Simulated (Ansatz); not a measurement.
CdCl₄, relaxed as a singlet with RKS PBE0-D4/def2-SVP in Ansatz, starting from the GFN1-xTB geometry. Force threshold 0.02 eV/Å.

In the def2 sets Cd takes a core potential; there is no spin–orbit coupling. The structure comes from a short search, and lower isomers may exist.

Start:

Cartesian coordinates in Å:
```
Cd -0.457 1.131 0.153
Cl 0.426 1.600 2.172
Cl 0.749 -1.159 0.351
Cl -1.548 1.177 -1.807
Cl 0.829 -2.749 -0.869
```

Q: Estimate the energy that the relaxation releases and the steps that it takes.

A: 0.26 eV, in 7 steps; 7.5 s on 4 threads of Arm Neoverse V2 on a shared host. The force fell under the threshold at step 6, but the optimiser went on. No frequencies were taken in this run, so the end may be a saddle point.

Q: Does the start keep its bonding and symmetry?

A: By distances, no bond broke or formed. The bond that changes most is Cd1–Cl3, from 2.60 to 2.96 Å (atoms count from 1). The end is the same structure that another start reached, the lowest one found. Point group Cs at the start, Cs at the end, both within 0.05 Å.

Q: Predict the relaxed structure.

A: 
```xyz
5

Cd   -0.5964    1.2888    0.0306
Cl    0.5075    1.3012    2.0579
Cl    0.8845   -1.2151    0.5594
Cl   -1.7466    1.4503   -1.9296
Cl    0.9511   -2.8252   -0.7183
```
Bond lengths: 2 × Cd–Cl 2.28 to 2.31 Å; 1 × Cl–Cl 2.06 Å.
